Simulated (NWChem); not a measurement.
System: ScClF₂; SMILES [F][Sc]([F])[Cl]

Program: NWChem. Coordinates come from a PBE0/def2-SVP optimisation. B3LYP is NWChem's, with the RPA form of VWN correlation. Vertical excitations in the gas phase; the lowest state need not have the same character in each row.

For level PBE/def2-SVP, TDA:

```
Quantity                         Result
-------------------------------  ------
lowest excitation, singlet (eV)    3.98
orbital gap (eV)                   3.97
```

Problem. What are these values for level B3LYP/def2-SVP, TDA?

Solution. lowest excitation, singlet (eV): 4.46
orbital gap (eV): 5.59
